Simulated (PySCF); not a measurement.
Input for PySCF: R-BP86/LANL2DZ on CdH2O (SMILES [OH][CdH]), a point of a bond scan (R = 2.466 Å).

```python
from pyscf import gto, scf, dft, mp
from pyscf.data.elements import chemcore

mol = gto.M(
    atom='''
    Cd   -0.26732703   -0.09913817   -0.03051427
    H    -2.54802046   -0.99889853   -0.29466893
    O     1.61160576    0.50063274    0.17708425
    H     1.72664054    1.45254853    0.25462809
    ''',
    basis='lanl2dz',
    ecp={'Cd': 'lanl2dz'},
    charge=0, spin=0, verbose=3, max_memory=1800)
mf = dft.RKS(mol, xc='b88,p86')
mf.conv_tol = 1e-8
mf.max_cycle = 100
mf.kernel()
if not mf.converged:
    mf = mf.newton().run(mf.mo_coeff, mf.mo_occ)
```

Program output:

```
converged SCF energy = -124.704814509407
```

Self-consistency was reached.

Cost: about 2.2 core-seconds (a rough figure).
